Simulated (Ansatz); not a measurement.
```xyz
2

F     0.0000    0.0000   -0.6332
F     0.0000    0.0000    0.6332
```

Basis set: 6-31G* (spherical functions). Correlated methods keep 2 orbitals frozen. Charge 0, multiplicity 1.

Computed with Ansatz (development build ahead of 0.2.0); each method stands on the lowest determinant of its kind that the runs found. Restricted open shells among the atoms or ions are ROHF, correlated in semicanonical orbitals with singles.

The atomization energy at this shape (free ground-state atoms in the same class of orbitals less the molecule, no zero-point energy) of singlet F₂:

```
method  atomization energy
   RHF            -1.48 eV
```

Q: What does RHF-MP2 give?

A: 0.99 eV. Caution: the shape is not the minimum. Caution for RHF: the molecule lies well above its atoms at this level.
